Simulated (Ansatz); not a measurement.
Born–Oppenheimer molecular dynamics of BBrFH$_{4}$NO (9 atoms, charge 0, multiplicity 1). It starts at the highest image of a converged band, a first-order saddle point between two minima.

Computed with Ansatz, RKS PBE-D4/def2-SVP.

```
ensemble                      : NVE (velocity Verlet)
time step                     : 0.5 fs
steps asked                   : 200
starting velocities drawn for : 300 K
seed                          : 6143
```

First frame:

```xyz
9
Properties=species:S:1:pos:R:3
B 0.013 -0.150 0.178
N 0.067 0.047 1.728
H -0.571 -0.574 2.248
H 1.017 -0.006 2.122
F 1.200 -0.421 -0.362
O -1.153 -0.405 -0.447
H -1.783 0.324 -0.235
Br -0.746 2.556 0.489
H -0.295 1.115 1.725
```

**Question.** What does the run give?

**Answer.** All steps were run.

```
steps done                                               : 200
time covered                                             : 100 fs
mean temperature over the second half                    : 363 K
spread of the potential energy over the second half      : 6.5 meV per atom
mean potential energy of the second half above the start : -6.3 meV per atom
```

The conserved energy stayed within 0.13 meV per atom of its start (net change 0.097 meV per atom), so the integration is sound. A run of 0.1 ps of so small a system gives no equilibrium averages. The orbitals stay closed-shell, which can raise the energy where a bond breaks towards radicals; this wasn't checked here.

**Question.** What happens to the structure?

**Answer.** Between its relaxed ends the band would form B1–Br8, N2–H9 and break Br8–H9. These pairs go: B1–Br8 2.83 → 3.46 Å, N2–H9 1.13 → 2.17 Å, Br8–H9 1.95 → 1.47 Å. In the last frame they stand as before the step (other bonds may differ from the relaxed reactants and products). It ends as BFH3NO + BrH. Pairs count as bonded within 1.25 times the sum of covalent radii (0.12 Å more for H–H). Another seed would give other details.

**Question.** How do temperature and energy run in time?

**Answer.** 
```json
{"time (fs)": "0", "T (K)": "300", "potential energy less start (eV)": "0.000", "conserved less start (meV/atom)": "0.00"}
{"time (fs)": "5", "T (K)": "160", "potential energy less start (eV)": "0.127", "conserved less start (meV/atom)": "0.06"}
{"time (fs)": "10", "T (K)": "182", "potential energy less start (eV)": "0.107", "conserved less start (meV/atom)": "0.05"}
{"time (fs)": "15", "T (K)": "198", "potential energy less start (eV)": "0.093", "conserved less start (meV/atom)": "0.04"}
{"time (fs)": "20", "T (K)": "142", "potential energy less start (eV)": "0.143", "conserved less start (meV/atom)": "0.08"}
{"time (fs)": "25", "T (K)": "178", "potential energy less start (eV)": "0.111", "conserved less start (meV/atom)": "0.06"}
{"time (fs)": "30", "T (K)": "153", "potential energy less start (eV)": "0.134", "conserved less start (meV/atom)": "0.09"}
{"time (fs)": "35", "T (K)": "180", "potential energy less start (eV)": "0.109", "conserved less start (meV/atom)": "0.09"}
{"time (fs)": "40", "T (K)": "180", "potential energy less start (eV)": "0.109", "conserved less start (meV/atom)": "0.10"}
{"time (fs)": "45", "T (K)": "192", "potential energy less start (eV)": "0.098", "conserved less start (meV/atom)": "0.09"}
{"time (fs)": "50", "T (K)": "208", "potential energy less start (eV)": "0.084", "conserved less start (meV/atom)": "0.11"}
{"time (fs)": "55", "T (K)": "305", "potential energy less start (eV)": "-0.004", "conserved less start (meV/atom)": "0.08"}
{"time (fs)": "60", "T (K)": "235", "potential energy less start (eV)": "0.059", "conserved less start (meV/atom)": "0.11"}
{"time (fs)": "65", "T (K)": "342", "potential energy less start (eV)": "-0.037", "conserved less start (meV/atom)": "0.08"}
{"time (fs)": "70", "T (K)": "402", "potential energy less start (eV)": "-0.091", "conserved less start (meV/atom)": "0.06"}
{"time (fs)": "75", "T (K)": "411", "potential energy less start (eV)": "-0.100", "conserved less start (meV/atom)": "0.06"}
{"time (fs)": "80", "T (K)": "449", "potential energy less start (eV)": "-0.134", "conserved less start (meV/atom)": "0.04"}
{"time (fs)": "85", "T (K)": "377", "potential energy less start (eV)": "-0.069", "conserved less start (meV/atom)": "0.05"}
{"time (fs)": "90", "T (K)": "406", "potential energy less start (eV)": "-0.095", "conserved less start (meV/atom)": "0.06"}
{"time (fs)": "95", "T (K)": "412", "potential energy less start (eV)": "-0.100", "conserved less start (meV/atom)": "0.08"}
{"time (fs)": "100", "T (K)": "384", "potential energy less start (eV)": "-0.075", "conserved less start (meV/atom)": "0.10"}
```

Time of the run: 5.4 min on 2 threads of Arm Neoverse V2, with other jobs on the host, peak memory 0.14 GiB.
